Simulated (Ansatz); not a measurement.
`B[SiH](C)CC` + `[CH3][Al]([F])[F]` → `B[SiH](C)C` + `C[CH2][Al]([F])[F]`  (redistribution)

Program: Ansatz. Geometries: PBE0-D4/def2-TZVP. ΔE: electronic, gas phase. CBS: MP2 limit from def2 TZ/QZ plus the TZ coupled-cluster correction, frozen cores. DFT in def2-TZVPP. B3LYP here is the variant with VWN-RPA as its local correlation; programs differ in this. Each species was taken in one conformer, which may not be the lowest.

(1) Is it downhill or uphill in electronic energy at CCSD(T)/CBS, and by how much? (Estimate.)

(2) What do these levels give: PBE-D4, PBE0-D4, B3LYP-D4, B2PLYP, r2SCAN, MP2/def2-TZVPP, SCS-MP2/def2-TZVPP, CCSD/def2-TZVPP, CCSD(T)/def2-TZVPP, HF/def2-QZVPP, MP2/def2-QZVPP, CCSD/CBS(def2)? (Estimate.)

Largest T1 diagnostic among the species: 0.012.

## Answers

(1) Computed: Uphill: ΔE = +2.0 kcal/mol.

(2) Ansatz gave: PBE-D4 1.6, PBE0-D4 1.7, B3LYP-D4 1.7, B2PLYP 1.5, r2SCAN 1.6, MP2/def2-TZVPP 2.1, SCS-MP2/def2-TZVPP 1.8, CCSD/def2-TZVPP 1.8, CCSD(T)/def2-TZVPP 1.9, HF/def2-QZVPP 1.1, MP2/def2-QZVPP 2.1, CCSD/CBS(def2) 1.8 kcal/mol.

In def2-TZVPP, CCSD(T) changes the Hartree–Fock value by +0.8 kcal/mol (the triples alone add +0.1 kcal/mol) and MP2 by +1.0 kcal/mol.
